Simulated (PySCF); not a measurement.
Ge⁺ (germanium, charge +1) across methods

[Ar] 3d10 4s2 4p1, 2P determinant. Calculation: PySCF 2.14, in aug-cc-pVTZ-DK; scalar relativity by spin-free X2C-1e.

```json
{"method": "LDA", "E (hartree)": "-2095.133", "mean ε 4s α (eV)": "-20.404", "mean ε 4s β (eV)": "-19.680", "mean ε 4p α (eV)": "-11.696", "Σ⟨r²⟩ (bohr²)": "28.00", "⟨S²⟩": "0.751"}
{"method": "r2SCAN0", "E (hartree)": "-2098.372", "mean ε 4s α (eV)": "-21.728", "mean ε 4s β (eV)": "-20.523", "mean ε 4p α (eV)": "-13.076", "Σ⟨r²⟩ (bohr²)": "27.98", "⟨S²⟩": "0.755"}
{"method": "MN15", "E (hartree)": "-2099.813", "mean ε 4s α (eV)": "-22.033", "mean ε 4s β (eV)": "-21.038", "mean ε 4p α (eV)": "-13.344", "Σ⟨r²⟩ (bohr²)": "28.22", "⟨S²⟩": "0.753"}
{"method": "PBE0", "E (hartree)": "-2098.170", "mean ε 4s α (eV)": "-21.450", "mean ε 4s β (eV)": "-20.318", "mean ε 4p α (eV)": "-12.810", "Σ⟨r²⟩ (bohr²)": "28.09", "⟨S²⟩": "0.753"}
{"method": "r2SCAN", "E (hartree)": "-2098.405", "mean ε 4s α (eV)": "-20.495", "mean ε 4s β (eV)": "-19.562", "mean ε 4p α (eV)": "-12.066", "Σ⟨r²⟩ (bohr²)": "27.95", "⟨S²⟩": "0.755"}
{"method": "wB97X-V", "E (hartree)": "-2098.255", "mean ε 4s α (eV)": "-23.966", "mean ε 4s β (eV)": "-22.811", "mean ε 4p α (eV)": "-14.966", "Σ⟨r²⟩ (bohr²)": "28.14", "⟨S²⟩": "0.753"}
{"method": "UHF", "E (hartree)": "-2096.77963", "mean ε 4s α (eV)": "-24.575", "mean ε 4s β (eV)": "-22.272", "mean ε 4p α (eV)": "-15.569", "Σ⟨r²⟩ (bohr²)": "28.49", "⟨S²⟩": "0.760"}
{"method": "M06-2X", "E (hartree)": "-2098.511", "mean ε 4s α (eV)": "-22.241", "mean ε 4s β (eV)": "-20.511", "mean ε 4p α (eV)": "-13.703", "Σ⟨r²⟩ (bohr²)": "28.37", "⟨S²⟩": "0.754"}
```

Question: Estimate the same row for PBE.

Answer: E (hartree) = -2098.144; mean ε 4s α (eV) = -20.128; mean ε 4s β (eV) = -19.321; mean ε 4p α (eV) = -11.688; Σ⟨r²⟩ (bohr²) = 28.12; ⟨S²⟩ = 0.752.
